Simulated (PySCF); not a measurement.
Screening by computed properties: pick the candidate that meets the target.

Each SMILES stands for a single optimised conformer of the isolated species, non-relativistic unless stated. Electronic properties by PySCF.

The conformers computed, where there is a choice (atom-mapped SMILES and torsion angles):
- `[CH3:1][CH2:2][CH2:3][P@@+:4]1([CH3:5])[CH:6]=[C:7]1[CH2:8][CH3:9]`: C1–C2–C3–P4 55°, C2–C3–P4–C5 57°, C6–C7–C8–C9 -2°
- `[CH3:1][S:2][C@:3]([F:4])([SiH3:5])[SiH2:6][CH2:7][SiH3:8]`: C1–S2–C3–F4 61°, S2–C3–Si6–C7 -49°, C3–Si6–C7–Si8 -52°
- `[CH2:1]=[CH:2][C@@H:3]1[C@@H:4]([CH2:5][CH3:6])[P@H+:7]1[CH2:8][CH3:9]`: C1–C2–C3–C4 39°, C3–C4–C5–C6 157°, C4–P7–C8–C9 -105°
- `[CH3:1][O:2][c:3]1[c:4]([Cl:5])[o:6][c:7]2[cH:8][cH:9][s:10][c:11]12`: C1–O2–C3–C4 180°
- `[CH3:1][C@@H:2]1[CH2:3][P@+:4]1([CH3:5])[CH:6]1[CH2:7][CH2:8][CH2:9]1`: C3–P4–C6–C7 123°

The conformers of `CC(C)[PH2+]C1=CCCC1` aren't listed.

(1) Wanted: HOMO energy between -10 eV and -6.3 eV (PBE0/pcSseg-1) and HOMO–LUMO gap above 6.7 eV (PBE0/pcSseg-1), at GFN2-xTB geometries. Which candidate meets both?
A. `C1([PH2+]C(C)C)=CCCC1`
B. `CCC[P@@+]1(C)C=C1CC`
C. `C[C@@H]1C[P@+]1(C)C1CCC1`
D. `COc1c(Cl)oc2ccsc12`
E. `CS[C@](F)([SiH3])[SiH2]C[SiH3]`
F. `C=C[C@@H]1[C@@H](CC)[P@H+]1CC`

## Answers

(1) E. Computed values:
```csv
species,HOMO energy,HOMO–LUMO gap
CCC[P@@+]1(C)C=C1CC,-12.69 eV,7.70 eV
C[C@@H]1C[P@+]1(C)C1CCC1,-12.52 eV,8.17 eV
C1([PH2+]C(C)C)=CCCC1,-11.58 eV,6.40 eV
C=C[C@@H]1[C@@H](CC)[P@H+]1CC,-11.39 eV,6.27 eV
CS[C@](F)([SiH3])[SiH2]C[SiH3],-6.72 eV,6.98 eV
COc1c(Cl)oc2ccsc12,-5.92 eV,5.08 eV
```
